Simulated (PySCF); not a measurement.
**15N chemical shifts**

All values are calculated (PySCF): structure optimised with GFN2-xTB, PBE0/pcSseg-1 with gauge-including orbitals. Relativity neglected, one computed conformer, no solvent model, averaged over atoms made equivalent by symmetry, fast rotation or ring inversion.

Shieldings were converted by a linear fit to measured shifts: 15N: δ = -148.07 − 0.921σ (rms 6.3 ppm, 71 shifts vs CH3NO2, solution or neat liquid). A few per cent of atoms miss by over 2 rms, more outside the fitted compound classes.

Q: Give the 15N shifts of `CN([SiH3])C[SiH2]C(N)=O`.

A: 
| compound | environment | δ (ppm) |
| --- | --- | --- |
| [CH3:1][N:2]([SiH3:3])[CH2:4][SiH2:5][C:6]([NH2:7])=[O:8] | N7: amide-type nitrogen | -273.0 |
| [CH3:1][N:2]([SiH3:3])[CH2:4][SiH2:5][C:6]([NH2:7])=[O:8] | N2: nitrogen bonded to 2 C, Si | -385.7 |

Q: Order these by 15N shift, lowest first.
A. Fc1cccc(Cl)n1
B. C#CC#CC(=O)NC=C
C. C=NC[SiH2][Si@H](O)C(=O)O

A: B (-232.3 ppm, amide-type nitrogen), A (-105.7 ppm, pyridine-type ring nitrogen), C (-40.0 ppm, imine nitrogen).
